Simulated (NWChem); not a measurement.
Molecule: MgGeH$_{4}$; SMILES [MgH][GeH3]

All runs: NWChem. Geometry: optimised at PBE0/def2-SVP.

Diagonal of the polarisability tensor at PBE0/def2-SVPD, static: 62.49, 91.22, 62.49 bohr³.

Task: Find the mean polarisability volume, the molar refraction, and the refractive index that an ideal gas of it would have at 273.15 K and 1 atm.

Result: 
1. Mean: one third of the trace = 72.07 bohr³ × 0.14818 Å³/bohr³ = 10.68 Å³.
2. Molar refraction (Lorentz-Lorenz): (4π/3) N_A α = 26.9 cm³/mol.
3. Number density p/kT = 2.687 × 10⁻⁵ Å⁻³; n − 1 = 2π N α = 18.03 × 10⁻⁴.
4. These hold the electronic response alone: vibrational and orientational terms add to the static dielectric constant.
